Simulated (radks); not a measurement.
Effect of the nuclear size on the barium ion Ba45+, [Ne] 3s1. All-electron calculation, Dirac Kohn-Sham, BLYP, spin-unpolarised, spherical densities, finite nucleus; Fermi nuclear charge, rms radius 4.8378 fm. Program: a radial shooting solver on a logarithmic mesh with Libxc functionals. The rms radius is varied about that value; shifts are against it.

rms radius (fm)  total energy shift (eV)  density at nucleus (e/bohr^3)  1s1/2 shift (meV)  2s1/2 shift (meV)  2p1/2 shift (meV)  3s1/2 shift (meV)  3p1/2 (empty) shift (meV)  4s1/2 (empty) shift (meV)
3.9573                             -2.77                      3.328e+05              -1170               -146               3.03              -38.9                      0.584                      -15.7
4.6298                            -0.695                      3.228e+05               -293              -36.7              0.759              -9.76                      0.146                      -3.94
4.8378                                 0                      3.201e+05              0.000              0.000              0.000              0.000                      0.000                      0.000
5.3119                              1.68                      3.143e+05                706               88.5              -1.83               23.5                     -0.352                       9.50
5.3554                              1.84                      3.138e+05                773               96.9              -2.00               25.8                     -0.385                       10.4

Slopes of the eigenvalues against <r^2> in GHz/fm^2, as finite differences over the two radii next to the reference (eigenvalue slopes, not the field-shift constants of lines): 1s1/2 35600, 2s1/2 4460, 2p1/2 -92.2, 3s1/2 1190, 3p1/2 (empty) -17.7, 4s1/2 (empty) 479.
